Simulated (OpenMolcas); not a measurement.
An atom or ion with 45 electrons was computed by SS-CASPT2, IPEA 0.25 Eh, imaginary shift 0.1 Eh with spin-orbit coupling (OpenMolcas, ANO-RCC-VTZP, DKH2). The lowest levels that the run gave, each within 12 % of the measured value where one is at hand:

```csv
J,Parity,E (eV),g
9/2,even,0.0000,1.333
7/2,even,0.1872,1.231
5/2,even,0.359,1.030
3/2,even,0.450,0.434
7/2,even,0.676,1.149
5/2,even,0.867,1.025
5/2,even,1.134,1.289
3/2,even,1.159,0.993
9/2,even,1.279,1.328
3/2,even,1.411,1.595
1/2,even,1.442,2.651
5/2,even,1.467,1.335
```

**Question.** Which ion is it, and what are the configurations and terms?

**Answer.** Rh (Z = 45, neutral; active space 9 electrons in 6 orbitals (4d 5s)). J, parity and g give the terms where levels are pure, and mixed ones are named by the computed weights; the size of the splittings, set against known spectra of the 45-electron sequence, gives the charge. In order, with the measured energies in eV (NIST Handbook of Basic Atomic Spectroscopic Data): 4d⁸ 5s ⁴F_9/2, 4d⁸ 5s ⁴F_7/2 (0.1897), 4d⁸ 5s ⁴F_5/2 (0.3221), 4d⁸ 5s ⁴F_3/2 (0.4306), 4d⁸ 5s ²F_7/2 (0.7056), 4d⁸ 5s ²F_5/2 [61 %] (0.9660), 4d⁸ 5s ⁴P_5/2 [50 %], 4d⁸ 5s ²D_3/2 [62 %], 4d⁷ 5s² ⁴F_9/2, 4d⁸ 5s ⁴P_3/2, 4d⁸ 5s ⁴P_1/2, 4d⁸ 5s ²D_5/2 [48 %].

Term energies are means over components that CASPT2 splits; among the terms shown or strongly mixed into the levels shown the widest spread is 630 cm-1 (4d⁸ 5s ⁴F). Terms from blocks run as CI alone lack orbitals of their own. Configurations are named by rounded mean occupations; where the s occupation lies near a half they are strongly mixed, a name can repeat and a true partner stay unpaired. A single d shell beside an s shell can misplace configurations of different d count against each other. No level of 4d⁹ was computed, though it lies in the active space. Computed and measured levels are paired by configuration, term and J; levels that our copy of the source lacks, or whose pairing is in doubt (as where it misses far off the trend of its configuration), stay unpaired and out of the deviations. Only configurations of the active space appear.

A share in square brackets marks a mixed level and gives the weight of the term that names it.
